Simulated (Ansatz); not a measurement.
Isolated molecules relaxed with PBE0-D4/def2-TZVP in Ansatz; ΔE leaves out vibrations. CCSD(T)/CBS is the MP2 limit (def2-TZVPP, def2-QZVPP) plus CCSD(T) − MP2 in def2-TZVPP, frozen cores. DFT in def2-TZVPP. For Br outer-core shells are correlated without core-valence functions, which leaves a few kJ/mol of doubt a bond. Scalar relativity is left out up to krypton. Each species was taken in one conformer, which may not be the lowest.

Reaction (ligand exchange at the Si–S bond): `F[Si](F)(F)S[Si](F)(F)F` + HBr → `F[Si](F)(F)Br` + `F[Si](F)(F)S`

| level | ΔE (kcal/mol) |
| --- | --- |
| ωB97M-V | -7.5 |
| BHLYP | -9.3 |

(1) What does CCSD(T)/CBS give? (Best estimate.)

Largest T1 diagnostic among the species: 0.012.

## Answers

(1) Ansatz gave: -8.1 kcal/mol. The listed levels differ from it by 0.6, -1.2 kcal/mol.

Leaving LDA and LC-ωPBE aside and taking each functional with its dispersion term where it has one, the values, not all of them listed here, spread over 3.3 kcal/mol, from B2PLYP to revPBE-D4. LDA lies +1.1 kcal/mol from PBE without D4. In def2-TZVPP, CCSD(T) changes the Hartree–Fock value by +2.7 kcal/mol (the triples alone add +0.5 kcal/mol) and MP2 by +2.4 kcal/mol.
